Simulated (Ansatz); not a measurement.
Consider the substitution at a C–Si bond: `N[SiH2]C1=CS1` + `O[SiH3]` → `[SiH3]OC1=CS1` + `N[SiH3]`.

Program: Ansatz. Geometries: PBE0-D4/def2-TZVP. ΔE: electronic, gas phase. CCSD(T)/CBS is the MP2 limit (def2-TZVPP, def2-QZVPP) plus CCSD(T) − MP2 in def2-TZVPP, frozen cores. This one scheme is used for every species. Functionals use def2-TZVPP. Each species was taken in one conformer, which may not be the lowest.

Is it downhill or uphill in electronic energy at CCSD(T)/CBS, and by how much? (An estimate is asked.)

The calculation gave: Uphill: ΔE = +114.8 kJ/mol.

What do these levels give: PBE0-D4, ωB97X-V, ωB97M-V, HF/def2-TZVPP, SCS-MP2/def2-TZVPP, CCSD/def2-TZVPP, HF/def2-QZVPP, MP2/def2-QZVPP, SCS-MP2/def2-QZVPP, HF/CBS(def2), MP2/CBS(def2), CCSD/CBS(def2)? (An estimate is asked.)

Computed: PBE0-D4 99.0, ωB97X-V 98.2, ωB97M-V 104.1, HF/def2-TZVPP 105.7, SCS-MP2/def2-TZVPP 111.6, CCSD/def2-TZVPP 109.9, HF/def2-QZVPP 106.1, MP2/def2-QZVPP 118.1, SCS-MP2/def2-QZVPP 115.1, HF/CBS(def2) 106.2, MP2/CBS(def2) 120.3, CCSD/CBS(def2) 115.3 kJ/mol.

Largest T1 diagnostic among the species: 0.013.

From PBE to PBE0 (25 % exact exchange), in def2-TZVPP and without D4, ΔE moves by +3.7 kJ/mol. In def2-TZVPP, CCSD(T) changes the Hartree–Fock value by +3.7 kJ/mol (the triples alone add −0.6 kJ/mol) and MP2 by +9.2 kJ/mol.
